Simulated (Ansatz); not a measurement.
Mulliken charges of AlBH6Si2 (`[SiH3][Al]1[BH][SiH2]1`) from B3LYP/def2-TZVPP in Ansatz (PBE0-D4/def2-TZVP geometry).

```json
{"atom": "Si1", "x (Å)": "-1.545", "y (Å)": "1.290", "z (Å)": "-1.101", "charge (e)": "0.077"}
{"atom": "Al2", "x (Å)": "-0.171", "y (Å)": "-0.524", "z (Å)": "-0.191", "charge (e)": "0.106"}
{"atom": "B3", "x (Å)": "0.847", "y (Å)": "-2.129", "z (Å)": "0.462", "charge (e)": "0.034"}
{"atom": "Si4", "x (Å)": "1.748", "y (Å)": "-0.746", "z (Å)": "1.299", "charge (e)": "-0.029"}
{"atom": "H5", "x (Å)": "-2.599", "y (Å)": "0.743", "z (Å)": "-2.000", "charge (e)": "-0.051"}
{"atom": "H6", "x (Å)": "-2.210", "y (Å)": "2.043", "z (Å)": "-0.003", "charge (e)": "-0.049"}
{"atom": "H7", "x (Å)": "-0.706", "y (Å)": "2.239", "z (Å)": "-1.883", "charge (e)": "-0.049"}
{"atom": "H8", "x (Å)": "0.902", "y (Å)": "-3.311", "z (Å)": "0.396", "charge (e)": "0.064"}
{"atom": "H9", "x (Å)": "1.005", "y (Å)": "0.550", "z (Å)": "0.836", "charge (e)": "-0.078"}
{"atom": "H10", "x (Å)": "2.813", "y (Å)": "-0.206", "z (Å)": "2.189", "charge (e)": "-0.025"}
```

Question: By hand: the dipole of these point charges (1 e Å = 4.8032 D).

Answer: Σ q r = (0.025, -0.504, -0.027) e Å, of length 0.505 e Å = 2.43 D.

Question: How does the dipole of the full density compare? (Estimate.)

Answer: Computed: (-0.086, 0.299, -0.040) e Å, 1.51 D; the point charges give 1.61 times that, at 163° from its direction, so they point the opposite way.

Point charges leave out the atoms' own dipoles, such as those of lone pairs, and Mulliken's split depends on the basis, so the two needn't agree.

B3LYP here is the variant with VWN-RPA as its local correlation; programs differ in this.
